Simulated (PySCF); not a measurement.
**Partial charges of triethylsilane**

Triethylsilane, C₆H₁₆Si.
Cartesian coordinates in Å at the GFN2-xTB level; atoms count from 1:
```
atom  x, y, z in Å
C1    -1.5952   -1.3152    0.9043
C2    -0.4615   -0.4425    1.4366
Si3    0.5462    0.4316    0.0665
C4    -0.5769    1.5787   -0.9658
C5    -1.2607    2.6529   -0.1286
C6     1.3506   -0.8492   -1.0978
C7     2.2828   -1.8115   -0.3716
H8    -2.1354   -1.7890    1.7230
H9    -2.3030   -0.7207    0.3311
H10   -1.2078   -2.0983    0.2565
H11    0.2056   -1.0591    2.0410
H12   -0.8781    0.3047    2.1139
H13    1.6008    1.2334    0.7190
H14    0.0147    2.0621   -1.7446
H15   -1.3406    0.9941   -1.4817
H16   -1.9057    2.2022    0.6214
H17   -1.8694    3.3067   -0.7515
H18   -0.5220    3.2634    0.3849
H19    1.9150   -0.3306   -1.8742
H20    0.5808   -1.4253   -1.6143
H21    2.7460   -2.5090   -1.0680
H22    1.7366   -2.3872    0.3712
H23    3.0723   -1.2652    0.1386
```

Density: PBE0/pcSseg-1 (PySCF); schemes: Mulliken, IAO, Hirshfeld and ESP-fitted. Isolated species at its GFN2-xTB geometry (one conformer only).

Task: Atoms with like bonding are taken together and averaged. At which atom do the 4 schemes differ most?

Result: At Si3: from +0.109 (ESP-fitted) to +0.896 e (IAO), 0.787 e apart.

Task: Which atoms carry the highest charge in the Mulliken, IAO, Hirshfeld and ESP-fitted schemes?

Result: All schemes agree: Mulliken Si3 (+0.826); IAO Si3 (+0.896); Hirshfeld Si3 (+0.368); ESP-fitted Si3 (+0.109).

Task: Tabulate the Mulliken, IAO, Hirshfeld and ESP-fitted charges.

Result: In e; atoms taken as equivalent share a row and are averaged (×n: the atom named and its like, n in all):

```csv
atom,environment,Mulliken,IAO,Hirshfeld,ESP-fitted
C1/C5/C7,methyl carbon,-0.288,-0.408,-0.118,-0.225
C2/C4/C6,sp3 carbon bound to silicon,-0.580,-0.533,-0.158,+0.090
Si3,SiH silicon,+0.826,+0.896,+0.368,+0.109
H8 (×9),methyl hydrogen,+0.115,+0.136,+0.038,+0.055
H11 (×6),methylene hydrogen,+0.136,+0.141,+0.036,-0.016
H13,Si–H hydrogen,-0.075,-0.141,-0.090,-0.105
```

Mean size of the charges over all atoms: IAO 0.258 e, Mulliken 0.233 e, Hirshfeld 0.080 e, ESP-fitted 0.076 e. Each set sums to the total charge, 0, to within 0.001 e. The IAO scheme projects the occupied orbitals on a minimal set of polarised atomic orbitals and counts the electrons in each atom's part of it.

Some averages cover members that differ in this geometry: C1/C5/C7, ESP-fitted -0.278 to -0.178; H8 (×9), ESP-fitted +0.036 to +0.077; H11 (×6), ESP-fitted -0.032 to -0.004 e.

Task: How many electrons does the IAO scheme count on Si3?

Result: Z − q = 14 − (+0.896) = 13.104.

Task: How closely do the schemes follow one another over all atoms?

Result: Correlation coefficient and root-mean-square difference: Mulliken with IAO 0.99, 0.052 e; IAO with Hirshfeld 0.98, 0.220 e; Mulliken with Hirshfeld 0.97, 0.203 e; Hirshfeld with ESP-fitted 0.40, 0.116 e; IAO with ESP-fitted 0.39, 0.302 e; Mulliken with ESP-fitted 0.25, 0.299 e.
